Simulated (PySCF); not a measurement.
## BeGe⁺: energy against distance

Set-up: Be 6-31G(d,p), Ge 6-31G(d,p); no relativity (PySCF 2.14). Energies in eV from Be + Ge⁺ in their ground configurations at the same level. State: ²Π (doublet), unpaired electrons π ↑.

All columns are r²SCAN. A positive dipole points towards Ge; it is taken about the centre of mass and depends on that origin.

```json
{"R (Å)": "2.036", "E (eV)": "-1.843", "μ (D)": "-5.65", "Mulliken charge on Be (basis-dependent)": "0.52", "HOMO (eV)": "-11.33", "LUMO (eV)": "-10.65", "Mayer bond order": "1.46", "⟨S²⟩": "0.77"}
{"R (Å)": "2.130", "E (eV)": "-2.067", "μ (D)": "-5.77", "Mulliken charge on Be (basis-dependent)": "0.51", "HOMO (eV)": "-11.12", "LUMO (eV)": "-10.45", "Mayer bond order": "1.41", "⟨S²⟩": "0.76"}
{"R (Å)": "2.225", "E (eV)": "-2.184", "μ (D)": "-5.87", "Mulliken charge on Be (basis-dependent)": "0.50", "HOMO (eV)": "-10.94", "LUMO (eV)": "-10.27", "Mayer bond order": "1.35", "⟨S²⟩": "0.75"}
{"R (Å)": "2.296", "E (eV)": "-2.221", "μ (D)": "-5.92", "Mulliken charge on Be (basis-dependent)": "0.49", "HOMO (eV)": "-10.82", "LUMO (eV)": "-10.16", "Mayer bond order": "1.30", "⟨S²⟩": "0.76"}
{"R (Å)": "2.367", "E (eV)": "-2.227", "μ (D)": "-5.95", "Mulliken charge on Be (basis-dependent)": "0.49", "HOMO (eV)": "-10.73", "LUMO (eV)": "-10.07", "Mayer bond order": "1.23", "⟨S²⟩": "0.78"}
{"R (Å)": "2.438", "E (eV)": "-2.210", "μ (D)": "-5.96", "Mulliken charge on Be (basis-dependent)": "0.48", "HOMO (eV)": "-10.65", "LUMO (eV)": "-9.99", "Mayer bond order": "1.16", "⟨S²⟩": "0.80"}
{"R (Å)": "2.533", "E (eV)": "-2.161", "μ (D)": "-5.98", "Mulliken charge on Be (basis-dependent)": "0.48", "HOMO (eV)": "-10.57", "LUMO (eV)": "-9.90", "Mayer bond order": "1.07", "⟨S²⟩": "0.84"}
{"R (Å)": "2.651", "E (eV)": "-2.074", "μ (D)": "-5.99", "Mulliken charge on Be (basis-dependent)": "0.47", "HOMO (eV)": "-10.49", "LUMO (eV)": "-9.81", "Mayer bond order": "0.97", "⟨S²⟩": "0.87"}
{"R (Å)": "2.793", "E (eV)": "-1.948", "μ (D)": "-6.00", "Mulliken charge on Be (basis-dependent)": "0.46", "HOMO (eV)": "-10.43", "LUMO (eV)": "-9.73", "Mayer bond order": "0.87", "⟨S²⟩": "0.91"}
{"R (Å)": "2.982", "E (eV)": "-1.767", "μ (D)": "-6.00", "Mulliken charge on Be (basis-dependent)": "0.45", "HOMO (eV)": "-10.38", "LUMO (eV)": "-9.67", "Mayer bond order": "0.76", "⟨S²⟩": "0.96"}
```

A fit through these points gives, at Re = 2.347 Å, μ = -5.94 D and dμ/dR = -0.305 D/Å; the reduced mass is 8.033 u.

**Question.** How strong is the fundamental in the double-harmonic approximation, I = 42.26·(dμ/dR)²/μred km/mol?

**Answer.** I = 42.26·(-0.305)²/8.033 = 0.489 km/mol at r²SCAN.

⟨S²⟩ of the unrestricted solution departs from its pure value on part of the curve, where spin states mix. Spin–orbit coupling is left out. For an ion De counts to the pair picked by the measured ionisation energies or electron affinities, which need not be the lowest pair at this level. The state was picked by a PBE0 search and need not be the measured ground state.
